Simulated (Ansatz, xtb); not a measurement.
## Ranking isomers of AlClFH2NSi

10 gas-phase structures of AlClFH2NSi, found in a search over its isomers (lower ones may exist). Each was relaxed with GFN2-xTB; where two conformers were screened, the lower at r2SCAN-D4/def2-SVP is listed:

A. `[H]/N=[SiH]/[Al]([F])[Cl]`, a singlet
B. `[F][Al@H-]1[NH+]=[Si]1Cl`, a singlet
C. `F[SiH]=[N][AlH][Cl]`, a singlet
D. `[F][AlH][N]=[SiH]Cl`, a singlet
E. a singlet given by its coordinates
F. `[F][Al]([Cl])[N]=[SiH2]`, a singlet
G. `[H]/N=[SiH]\[Al]([F])[Cl]`, a singlet
H. `[F][Al@-]1([Cl])[NH+]=[SiH]1`, a singlet
I. `F[Si]1=[NH+][Al@@H-]1[Cl]`, a singlet
J. a singlet given by its coordinates

E (Å):

```xyz
7

Al    0.5099    1.8663   -0.5161
Cl   -1.5293    1.1623   -0.7792
F     1.5463    1.3426   -1.6981
N     0.6629    0.9259    1.1354
Si   -0.8667    0.3204    1.4118
H     0.4716    3.3732   -0.2941
H     1.4263    0.8108    1.7841
```

Close contacts (Å): Al1–Cl2 2.17, Al1–F3 1.66, Al1–N4 1.91, Al1–Si5 2.83, Cl2–Si5 2.44, N4–Si5 1.67, Al1–H6 1.52, N4–H7 1.01.

J (Å):

```json
{"atom": "Al", "x (Å)": "-0.6868", "y (Å)": "1.3819", "z (Å)": "0.3114"}
{"atom": "Cl", "x (Å)": "-1.1975", "y (Å)": "1.9255", "z (Å)": "-1.5801"}
{"atom": "F", "x (Å)": "0.1822", "y (Å)": "2.4407", "z (Å)": "1.2849"}
{"atom": "N", "x (Å)": "-2.4046", "y (Å)": "1.1987", "z (Å)": "1.4074"}
{"atom": "Si", "x (Å)": "-1.5652", "y (Å)": "0.7234", "z (Å)": "2.7188"}
{"atom": "H", "x (Å)": "-3.3853", "y (Å)": "1.3332", "z (Å)": "1.2206"}
{"atom": "H", "x (Å)": "-0.0878", "y (Å)": "-0.0387", "z (Å)": "0.4610"}
```

Close contacts (Å): Al1–Cl2 2.03, Al1–F3 1.68, Al1–N4 2.05, Al1–Si5 2.65, N4–Si5 1.63, Al1–H7 1.55, N4–H6 1.01.

Question: Make a reasoned guess at their ranking by r2SCAN-D4/def2-SVP single-point energy.

Answer: Calculated order at r2SCAN-D4/def2-SVP: E (0.0), H (27.3), F (35.8), B (73.2), I (76.3), J (88.9), C (95.6), D (105.0), A (148.0), G (150.0) kJ/mol. Less than 1 kcal/mol parts B and I; A and G, so the order within those pairs means little.

Energies above the lowest of each column, in kJ/mol:

| structure | GFN2-xTB | HF/STO-3G | r2SCAN-D4/def2-SVP |
| --- | --- | --- | --- |
| E | 0.0 | 0.0 | 0.0 |
| H | 36.0 | 109.9 | 27.3 |
| F | 5.9 | 186.2 | 35.8 |
| B | 49.0 | 159.5 | 73.2 |
| I | 56.5 | 124.0 | 76.3 |
| J | 4.5 | 142.0 | 88.9 |
| C | 45.3 | 277.3 | 95.6 |
| D | 42.0 | 313.6 | 105.0 |
| A | 83.9 | 279.0 | 148.0 |
| G | 85.1 | 280.1 | 150.0 |

Every level run on E puts it lowest or level with the lowest. Some further structures that were screened fall inside this span and aren't listed. Flexible structures stand in one conformer each, not always the lowest. No reliable frequencies are at hand for these structures.

Over these structures GFN2-xTB departs from r2SCAN-D4/def2-SVP by 26.1 kJ/mol on average once a common shift is removed. A GFN2-xTB relaxation took about 0.46 s and the r2SCAN-D4/def2-SVP energy about 4.5 s on a shared host (Ansatz 0.2.0, xtb 6.7.1 (Pople sets with spherical d functions)).
